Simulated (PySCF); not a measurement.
## `C[C@H]1[C@@H](F)[C@H]1[Si@H](C)Cl`, C₅H₁₀ClFSi

Molfile (atoms numbered from 1):
```
C5H10ClFSi
     RDKit          3D

 18 18  0  0  0  0  0  0  0  0999 V2000
   -2.2829    0.5976    0.1316 C   0  0  0  0  0  0  0  0  0  0  0  0
   -1.5229   -0.6711    0.4207 C   0  0  1  0  0  0  0  0  0  0  0  0
   -0.7632   -1.3675   -0.6583 C   0  0  1  0  0  0  0  0  0  0  0  0
   -0.7234   -0.7973   -1.9005 F   0  0  0  0  0  0  0  0  0  0  0  0
   -0.0095   -0.6963    0.4495 C   0  0  1  0  0  0  0  0  0  0  0  0
    1.0503    0.8351    0.1111 Si  0  0  2  0  0  4  0  0  0  0  0  0
    2.8709    0.2971    0.1372 C   0  0  0  0  0  0  0  0  0  0  0  0
    0.7294    2.1473    1.6273 Cl  0  0  0  0  0  0  0  0  0  0  0  0
   -3.3182    0.3637   -0.1106 H   0  0  0  0  0  0  0  0  0  0  0  0
   -1.8445    1.1260   -0.7101 H   0  0  0  0  0  0  0  0  0  0  0  0
   -2.2701    1.2528    0.9999 H   0  0  0  0  0  0  0  0  0  0  0  0
   -2.0226   -1.3189    1.1337 H   0  0  0  0  0  0  0  0  0  0  0  0
   -0.7768   -2.4465   -0.7611 H   0  0  0  0  0  0  0  0  0  0  0  0
    0.4200   -1.3847    1.1703 H   0  0  0  0  0  0  0  0  0  0  0  0
    0.7051    1.5023   -1.1412 H   0  0  0  0  0  0  0  0  0  0  0  0
    3.5281    1.1467   -0.0213 H   0  0  0  0  0  0  0  0  0  0  0  0
    3.1407   -0.1487    1.0914 H   0  0  0  0  0  0  0  0  0  0  0  0
    3.0808   -0.4313   -0.6396 H   0  0  0  0  0  0  0  0  0  0  0  0
  1  2  1  0
  2  3  1  0
  3  4  1  0
  3  5  1  0
  5  6  1  0
  6  7  1  0
  6  8  1  0
  5  2  1  0
  1  9  1  0
  1 10  1  0
  1 11  1  0
  2 12  1  1
  3 13  1  6
  5 14  1  1
  6 15  1  6
  7 16  1  0
  7 17  1  0
  7 18  1  0
M  END
```

Theory: TDDFT CAM-B3LYP/def2-SVPD circular dichroism and optical rotation, one conformer, gas phase (PySCF 2.14.0). Geometry: GFN2-xTB.

The molecule is flexible and this is one conformer; a measurement averages over conformers.

Question: Draw the ECD and absorption spectra from the lowest 16 states, each a Gaussian of half-width 0.3 eV at 1/e height.

Answer: 
```tsv
E (eV)	λ (nm)	Δε (L mol⁻¹ cm⁻¹)	ε (L mol⁻¹ cm⁻¹)
6.97	178	+0.12	5.92
7.07	175	+0.33	18
7.17	173	+0.79	47.8
7.27	170	+1.62	114
7.37	168	+2.85	251
7.47	166	+4.16	504
7.57	164	+4.31	911
7.67	162	+0.83	1480
7.77	160	-8.54	2190
7.87	157	-22.39	3080
7.97	156	-33.45	4210
8.07	154	-32.12	5600
8.17	152	-14.15	7070
8.27	150	+15.22	8220
8.37	148	+45.15	8660
8.47	146	+67.18	8400
8.57	145	+79.91	7880
8.67	143	+86.96	7640
8.77	141	+90.74	7850
8.87	140	+89.06	8160
```
Δε uses R in velocity form, ε uses f in length form. Only the states computed contribute, so the short-wavelength end is incomplete.

The sign of the CD band at 148 nm isn't settled: the length form gives the opposite one.
